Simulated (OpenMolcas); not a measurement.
## Au5+: moving or changing the point charges

Au5+ among 6 point charges of -1.7 e arranged as a tetragonal octahedron (D4h), 1.89 Å from the ion, with the axial distance 1.644 Å.
```
   1.8900    0.0000    0.0000  -1.70
   0.0000    1.8900    0.0000  -1.70
  -1.8900    0.0000    0.0000  -1.70
   0.0000   -1.8900    0.0000  -1.70
   0.0000    0.0000    1.6443  -1.70
   0.0000    0.0000   -1.6443  -1.70
```

```json
{"Program": "OpenMolcas 26.06", "Method": "SS-CASPT2, IPEA 0.25 Eh, imaginary shift 0.1 Eh (closed shells correlated: 5s 5p)", "Basis": "ANO-RCC-VDZP [7s6p4d2f]", "Scalar Hamiltonian": "DKH2, point nucleus", "Active space": "6 electrons in 5 orbitals (5d)", "State averaging": "2S+1 = 5 even, 5 roots; 2S+1 = 3 even, 45 roots; 2S+1 = 1 even, 50 roots", "Spin-orbit coupling": "state interaction with AMFI integrals over the reference wave functions"}
```

Runs around this geometry, states (labels of D4, the rotations of D4h). Energies in cm-1 above the lowest state or level, χT in cm3 K/mol.

| R (Å) | q (e) | Axial / equatorial distance | Ground state | First state of that spin | First gap with spin-orbit (degeneracies) | χT at 300 K | First state of another spin |
| --- | --- | --- | --- | --- | --- | --- | --- |
| 1.89 | -1.1 | 0.87 | 5B2 | 5E 3160 | 220 (1, 1) | 3.663 | 3E 16480 |
| 1.79 | -1.7 | 0.87 | 5B2 | 5E 5460 | 790 (1, 1) | 1.683 | 3E 9910 |
| 1.89 | -1.7 | 0.87 | 5B2 | 5E 4890 | 480 (1, 1) | 2.543 | 3E 13020 |
| 1.99 | -1.7 | 0.87 | 5B2 | 5E 4380 | 310 (1, 1) | 3.226 | 3E 15230 |
| 1.89 | -1.7 | 0.94 | 5B2 | 5E 2000 | 470 (1, 1) | 2.764 | 3A2 14820 |

Taking the first state of the same spin as R^-n, n = -ln(4380 / 5460) / ln(1.99 / 1.79) = 2.1 between the shortest and longest distance.

Scaling the charges by -1.1 / -1.7 = 0.65 scales the first state of the same spin by 3160 / 4890 = 0.65; with fixed orbitals a first-order splitting would follow the charge.

Point charges give a weaker field than real ligands, and real ions of this kind are as a rule low spin; the high spin found here belongs to the model. Free-ion shares, where given, are those of the reference states; single-state CASPT2 does not remix them. Spin-orbit coupling mixes the spin-free states strongly: the lowest level takes only 49 % from its leading state, 5B2 (figures for R = 1.89, q = -1.1, ratio = 0.87; the like holds for R = 1.79, q = -1.7, ratio = 0.87, R = 1.89, q = -1.7, ratio = 0.87, R = 1.99, q = -1.7, ratio = 0.87, R = 1.89, q = -1.7, ratio = 0.94). This shell can be high or low spin here, a state of another spin lies low, and with metal d orbitals alone active their balance is uncertain, so the ground spin may be wrong (holds for R = 1.79, q = -1.7, ratio = 0.87; R = 1.89, q = -1.7, ratio = 0.87; R = 1.89, q = -1.7, ratio = 0.94). This is an electrostatic model: the charges have no orbitals. No measured value stands beside these numbers.
